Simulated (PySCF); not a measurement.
SMILES [NH2][Ga]([NH2])[F], CAM-B3LYP/def2-SVP optimised geometry.

```
8

Ga    -0.13    -0.40     0.00
F     -0.89    -1.98     0.00
N      1.67    -0.40     0.00
H      2.25     0.43     0.00
H      2.21    -1.25     0.01
N     -1.24     1.01     0.00
H     -0.96     1.98     0.00
H     -2.25     0.90    -0.01
```

Density from CAM-B3LYP/def2-TZVP (PySCF) at that geometry.

Minimum of the electron density along straight lines between bonded atoms, close to the bond critical point (lines longer than 1.1 times the sum of covalent radii, or with two minima, are not listed):

```tsv
bond	length / Å	ρ at the minimum / e bohr⁻³	∇²ρ there / e bohr⁻⁵	position (fraction from the first atom)
Ga1–F2	1.751	0.132	(withheld)	0.49
Ga1–N3	1.795	0.142	0.60	0.48
N3–H4	1.011	0.333	-1.63	0.74
N3–H5	1.012	0.332	-1.63	0.74
Ga1–N6	1.795	0.142	0.60	0.48
N6–H7	1.011	0.333	-1.63	0.74
N6–H8	1.012	0.332	-1.63	0.74
```

Question: What belongs in the gaps?

Answer: 
- Ga1–F2, ∇²ρ there / e bohr⁻⁵: 0.86
